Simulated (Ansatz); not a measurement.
`COCBCl` → `COBCl` + `[CH2]` (triplet) at 700 K and 1 bar (formal loss of a carbene).

Computed with Ansatz on PBE0-D4/def2-TZVP structures; ΔE is electronic, products minus reactants. CBS: MP2 limit from def2 TZ/QZ plus the TZ coupled-cluster correction, frozen cores. This one scheme is used for every species. Triplets are unrestricted, without spin–orbit coupling. Each species was taken in one conformer, which may not be the lowest.

```tsv
species	CCSD(T)/CBS energy (Eh)	H − E (kJ/mol)	S (J/(mol·K))
`COCBCl`	-639.46921	292.7	446.6
`COBCl`	-600.27977	205.1	384.0
`[CH2]` (triplet)	-39.09499	70.4	226.8
```

H − E and S are ideal-gas, rigid-rotor, harmonic terms from PBE0-D4/def2-TZVP, for one conformer and one mirror image of each species, with the whole ground term of open shells counted as degenerate. 1 Eh = 2625.50 kJ/mol, R = 8.31446 J/(mol·K).

By hand: ΔE, ΔH, ΔS and ΔG.

ΔE = (-600.27977) + (-39.09499) − (-639.46921) = 0.09445 Eh = 248.0 kJ/mol. Δ(H − E) = 205.1 + 70.4 − 292.7 = -17.2, so ΔH = 230.8 kJ/mol. ΔS = 384.0 + 226.8 − 446.6 = 164.2 J/(mol·K). ΔG = 230.8 − 700 × (164.2)/1000 = 115.9 kJ/mol.

By hand: the equilibrium constant, and the temperature at which ΔG would vanish if ΔH and ΔS stayed fixed.

log₁₀ K = −ΔG/(RT ln 10) = -8.6. ΔG = 0 at ΔH/ΔS = 1406 K.

The number of gas molecules changes by +1, which sets the sign of ΔS. A doubt of 5 kJ/mol in ΔE shifts log₁₀ K by 0.4 here. Other conformers and mirror images would add mixing entropy, several J/(mol·K) or more a flexible species. A triplet takes part, so the spin changes. These are equilibria of isolated gas molecules and say nothing of rates. Largest T1 diagnostic: 0.012 (customary marks: 0.02 for closed shells, 0.045 for open ones).
